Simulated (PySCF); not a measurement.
Isomers of C7H11N, from PBE0-D3(BJ)/def2-SVP geometry optimisation, gas phase in PySCF. One conformer each, no zero-point energy, no frequencies.

**Question.** Which is lowest in electronic energy at this level?
A. `[H]/[N:8]=[CH:7]\[CH2:6][C@@H:5]1[C:2](=[CH2:1])[CH2:3][CH2:4]1` with C4–C5–C6–C7 67°, C5–C6–C7–N8 -116°, C1–C2–C3–C4 -154°, C2–C3–C4–C5 -15°, C3–C4–C5–C6 138°, C1–C2–C5–C4 154°: A = 4179, B = 1218, C = 1018 MHz, dipole 2.15 D
B. `[CH2:1]=[N:2][C@@H:3]1[CH2:4][C@@:5]12[CH2:6][C@H:7]2[CH3:8]` with C1–N2–C3–C4 -146°: A = 3134, B = 1684, C = 1269 MHz, dipole 1.06 D
C. `[N:1]#[C:2][CH:3]1[CH2:4][CH2:5][CH2:6][CH2:7][CH2:8]1` with C2–C3–C4–C5 69°, C3–C4–C5–C6 55°, C4–C5–C6–C7 -55°, C5–C6–C7–C8 55°: A = 3031, B = 1763, C = 1556 MHz, dipole 3.87 D

**Answer.** C. That is `N#CC1CCCCC1`, 45.5 kcal/mol below the next.

| SMILES | mapped SMILES | E (Eh) | relative (kcal/mol) | relative (kJ/mol) | dipole (D) |
| --- | --- | --- | --- | --- | --- |
| N#CC1CCCCC1 | [N:1]#[C:2][CH:3]1[CH2:4][CH2:5][CH2:6][CH2:7][CH2:8]1 | -327.50600 | 0.0 | 0.0 | 3.87 |
| [H]/N=C\C[C@H]1CCC1=C | [H]/[N:8]=[CH:7]\[CH2:6][C@@H:5]1[C:2](=[CH2:1])[CH2:3][CH2:4]1 | -327.43351 | 45.5 | 190.3 | 2.15 |
| C=N[C@@H]1C[C@@]12C[C@H]2C | [CH2:1]=[N:2][C@@H:3]1[CH2:4][C@@:5]12[CH2:6][C@H:7]2[CH3:8] | -327.41590 | 56.5 | 236.6 | 1.06 |

As drawn, the lowest has a C≡N group, which the highest lacks; the highest has a three-membered ring, a C=N bond and a quaternary carbon, which the lowest lacks.
